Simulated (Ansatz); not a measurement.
Cost and result for the atomization energy of CH7BSiZn, SMILES `C[SiH2][BH][ZnH]` (11 atoms, 10 bonds).

Cartesian coordinates in Å:
```
C 0.6311 -0.9378 1.2546
Si -0.9426 -0.3982 0.3821
B -0.6979 0.6211 -1.3224
Zn 1.0077 1.6807 -1.8460
H 1.1836 -1.6602 0.6484
H 0.4098 -1.4076 2.2154
H 1.2857 -0.0821 1.4379
H -1.6551 0.6121 1.2358
H -1.8585 -1.5712 0.2538
H -1.6629 0.6766 -2.0365
H 2.2991 2.4666 -2.2232
```

The species carries charge 0 and has multiplicity 1. For Zn the d shell is correlated and the shells below it are frozen. Scalar relativity is left out up to krypton. Geometry: relaxed with PBE0-D4/def2-TZVP. It is one conformer, not always the lowest. Program: Ansatz. All runs use 4 threads of an Arm Neoverse V1 on a shared host. Times are those of one run each, without the atoms' runs, and a repeat can differ threefold. Electronic energies, without spin–orbit coupling; frozen cores. CCSD(T)/CBS adds CCSD(T) − MP2 in def2-TZVPP to the MP2 limit, and its time is that of the two runs behind it. T1 = 0.014. With those shells the extrapolation isn't a true limit. B3LYP takes the VWN-RPA correlation (the form of Gaussian; ORCA's B3LYP/G).

CCSD(T)/CBS is a level of theory with its own doubt, some kJ/mol a heavy atom from the limit and from the frozen cores, so smaller differences don't rank the functionals.

```tsv
level	functions	wall time
PBE-D4/def2-TZVPP (with forces)	266	3.2 s
PBE0-D4/def2-TZVPP	266	4 s
r2SCAN-D4/def2-TZVPP (with forces)	266	6.5 s
B3LYP-D4/def2-TZVPP (with forces)	266	7 s
B2PLYP/def2-TZVPP	266	7 s
ωB97X-V/def2-TZVPP	266	10 s
ωB97M-V/def2-TZVPP (with forces)	266	15 s
MP2/def2-QZVPP	494	28 s
CCSD(T)/def2-TZVPP	266	3.3 min
CCSD(T)/CBS(def2)	–	3.7 min
```

What atomization energy does each give, and how far from CCSD(T)/CBS? (An estimate is asked.)

Computed: 
```csv
level,atomization (kcal/mol),difference from CCSD(T)/CBS,per bond
PBE-D4/def2-TZVPP (with forces),784.6,5.3,0.5
PBE0-D4/def2-TZVPP,782.3,3.0,0.3
r2SCAN-D4/def2-TZVPP (with forces),789.2,9.9,1.0
B3LYP-D4/def2-TZVPP (with forces),781.2,1.9,0.2
B2PLYP/def2-TZVPP,771.8,-7.5,-0.8
ωB97X-V/def2-TZVPP,789.3,10.0,1.0
ωB97M-V/def2-TZVPP (with forces),784.9,5.6,0.6
MP2/def2-QZVPP,774.3,-5.0,-0.5
CCSD(T)/def2-TZVPP,763.3,-16.0,-1.6
CCSD(T)/CBS(def2),779.3,0.0,0.0
```

In def2-TZVPP, CCSD(T) changes the Hartree–Fock value by +163.8 kcal/mol (the triples alone add +7.6 kcal/mol) and MP2 by +165.1 kcal/mol; breaking electron pairs costs correlation energy, which Hartree–Fock lacks. From PBE to PBE0 (25 % exact exchange), in def2-TZVPP and without D4, the atomization energy moves by −1.5 kcal/mol: exact exchange takes away binding that semilocal exchange gives to molecules. The D4 term adds +8.2 kcal/mol with B3LYP and +4.3 kcal/mol with PBE0; it sums over pairs of atoms, weighted by their polarisabilities, and B3LYP, whose exchange is more repulsive, gets the larger term.
